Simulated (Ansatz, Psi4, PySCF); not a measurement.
C6H14O3, charge +1, doublet, geometry from GFN2-xTB (a state made from the parent by changing its charge; the spin is typed, not shown lowest). Base run: HF/STO-3G (PySCF).

The PySCF input:
```python
from pyscf import gto, scf

mol = gto.M(
    atom='''
C    -4.321326    0.014499   -0.043546
O    -3.228898    0.692263    0.515243
C    -2.109303    0.857819   -0.264251
C    -1.135091   -0.385956   -0.141938
O     0.017743   -0.172476   -0.876243
C     1.142687    0.312111   -0.233221
C     2.111357   -0.877780    0.162838
O     3.200960   -0.420679    0.864504
C     4.319502    0.003234    0.133635
H    -5.166976    0.188381    0.620795
H    -4.132088   -1.066366   -0.090598
H    -4.549139    0.371046   -1.053015
H    -2.342428    0.994612   -1.327150
H    -1.571919    1.730054    0.122657
H    -1.647416   -1.249064   -0.578938
H    -0.941463   -0.549218    0.923576
H     0.908940    0.865371    0.682603
H     1.678259    0.949236   -0.944301
H     2.384671   -1.405251   -0.759055
H     1.552628   -1.542521    0.830083
H     4.140538    0.984223   -0.326719
H     5.137261    0.100482    0.846741
H     4.583740   -0.707404   -0.655812
''',
    basis='sto-3g',
    charge=1,
    spin=1,
    verbose=4,
)

mf = scf.UHF(mol)
mf.kernel()
```

The same geometry, method and basis name were run in Ansatz (an electronic-structure program) and Psi4 and PySCF, at each program's defaults and at the settings that a row names. The base is PySCF at its defaults. Differences at the defaults can come from grids, fitting, cores and function types together.

```
code and settings                                                           ΔE vs base (µEh)  basis functions      E (Eh)  SCF cycles
--------------------------------------------------------------------------  ----------------  ---------------  ----------  ----------
PySCF, defaults (exact integrals, spherical functions)                                   0.0               59  -453.87373          16
Psi4, defaults (density fitting with its default set, spherical functions)              -912               59  -453.87464          15
Ansatz, defaults (factorised integrals, spherical functions)                            48.2               59  -453.87368           -
PySCF, density fitting with def2-universal-jkfit                                        -912               59  -453.87464          16
Psi4, exact integrals, spherical functions                                               0.1               59  -453.87373          19
Ansatz, high accuracy                                                                    0.0               59  -453.87373           -
```

Open shells are given as the SCF converged; they aren't shown to be the lowest states, and a large step between rows can be another state.
